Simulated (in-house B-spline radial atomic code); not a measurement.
Hg⁺. Computed with a B-spline radial atomic code. Model: non-relativistic spherical atom: semilocal Troullier-Martins pseudo-atom, one channel per l, against all electrons, high spin, G0W0 and RPA with empty states to l = 8, local potential for every l without a channel, a model core (radius 0 = none) keeps its share of the functional.

The core holds an angular momentum without a channel of its own, so the local potential lets valence electrons into it.

Without relativity these are model numbers for so heavy an element.

What the tables leave out is listed at the end.

The pseudopotential gives back the lowest level of each angular momentum of its own functional in the configuration it was made in; a second state of the same l is only approximately right. Exact exchange, RPA and GW see the smooth pseudo-orbitals and miss the exchange with the core, for which the functional's share stands in. The column with an uncorrelated core keeps all orbitals and exact exchange, and so separates missing core correlation from pseudisation. Only the three outermost levels and the lowest empty one were computed. RPA here is direct RPA, with no exchange kernel, and its energies carry an (l + 1/2)⁻⁴ tail. A hybrid on a potential with a model core restores only its own semilocal share of the core's exchange.

Command:
```bash
python run_psgw.py task.json out
```
Settings (lengths in bohr, energies in hartree):
```
Z                      80
electrons              79
configuration          [Xe] 4f14 5d10 6s1
generated_in           [Xe] 4f14 5d10 6s2
functional             lda,vwn
core_shells            11
radius_factor          1.15
core_correction        True
ion_configuration      [Xe] 4f14 5d10
```

Cost of the run: 95 s on 1 thread of Arm Neoverse N1, with other jobs on the host.

Given: made with LDA VWN5; model core radius 0.772 bohr; local radius 1.38 bohr; mean-field start LDA VWN5.

Valence shells of the generating configuration: 5p, 5d, 6s.

Channel: s 2.88, p 1.115, d 1.324 (radii in bohr).

Computed: largest level miss in the spin-unpolarised generating configuration 0 eV; valence RPA correlation energy all-electron orbitals -0.96992 hartree; valence RPA correlation energy pseudo -1.228 hartree; all-electron RPA polarisability, core included 21.114 bohr³; ionisation by mean-field pseudo minus all 0.022 eV; ionisation by RPA all-electron 16.357 eV; ionisation by RPA pseudo minus all 1.29 eV.

| level | occupied | mean-field all-electron (eV) | mean-field pseudo minus all (eV) | G0W0 all-electron (eV) | G0W0 uncorrelated core minus all (eV) | G0W0 pseudo minus all (eV) | exchange self-energy all-electron (eV) | exchange self-energy pseudo (eV) |
| --- | --- | --- | --- | --- | --- | --- | --- | --- |
| 6s up | 1 | -12.913 | -0.006 | -16.496 | 0.036 | -1.091 | -12.764 | -13.214 |
| 5d down | 1 | -20.46 | 0.027 | -26.458 | 0.112 | 0.621 | -36.008 | -28.528 |
| 6s down (empty) | 0 | -12.155 | -0.014 | -8.7988 | 0.034 | -1.092 | -4.0149 | -4.5105 |

Q: What is the pseudo-atom RPA polarisability?

A: 21.054 bohr³.

Q: What is the ionisation by mean-field all-electron?

A: 16.566 eV.

Given: mean-field start PBE0.

Computed: valence RPA correlation energy all-electron orbitals -0.91852 hartree; valence RPA correlation energy pseudo -1.168 hartree; all-electron RPA polarisability, core included 19.588 bohr³; pseudo-atom RPA polarisability 17.778 bohr³; ionisation by mean-field pseudo minus all 0.631 eV; ionisation by RPA all-electron 16.213 eV.

| level | occupied | mean-field all-electron (eV) | mean-field pseudo minus all (eV) | G0W0 all-electron (eV) | G0W0 uncorrelated core minus all (eV) | G0W0 pseudo minus all (eV) | exchange self-energy all-electron (eV) | exchange self-energy pseudo (eV) |
| --- | --- | --- | --- | --- | --- | --- | --- | --- |
| 6s up | 1 | -13.246 | -0.534 | -16.297 | 0.037 | -1.303 | -12.397 | -13.75 |
| 5d down | 1 | -22.222 | 0.431 | -26.674 | 0.122 | 1.057 | -36.229 | -28.566 |
| 6s down (empty) | 0 | -10.489 | -0.488 | -8.5669 | 0.034 | -1.046 | -3.6131 | -4.6555 |

Q: What is the ionisation by RPA pseudo minus all?

A: 1.473 eV.

Q: What is the ionisation by mean-field all-electron?

A: 15.881 eV.

Among the listed levels the largest G0W0 shift of the pseudo-atom is -1.30 eV, for 6s up on the PBE0 start, while leaving the core uncorrelated moves that level by +0.04 eV. So pseudisation and the lost core exchange, not the missing core correlation, make the error. Not in the tables (levels of low weight, unsolved or above zero; the highest and the empty levels are kept at any weight): on LDA the G0W0 levels 5d up (pseudo minus all +0.58 eV, weights 0.64 and 0.78); on PBE0 the G0W0 levels 5d up (pseudo minus all +1.33 eV, weights -0.03 and 0.76); no Hartree-Fock pseudo-atom is run with a model core.
